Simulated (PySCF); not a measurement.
Ionisation energy of Sr by level of theory

Sr [Kr] 5s2 (1S) → Sr⁺ [Kr] 5s1 (2S), as a difference of total energies. Calculation: PySCF 2.14, in x2c-TZVPall; the spin-free X2C one-electron Hamiltonian (Gaussian nucleus). Correlated levels: valence: [Kr] frozen. The calculations carry no spin-orbit coupling.

```
           method  ionisation energy (eV)  error (eV)
              UHF                   4.746      -0.949
             TPSS                   5.593      -0.102
            B3LYP                   5.774      +0.079
    MP2 (valence)                   5.216      -0.479
SCS-MP2 (valence)                   5.310      -0.385
```

Reference: 5.695 eV (measured; NIST Atomic Spectra Database, ionization energies).

Errors of the correlated levels include the incompleteness of this basis and the frozen core.

MP2 underrates the near-degeneracy of ns² with np² in the lower species.
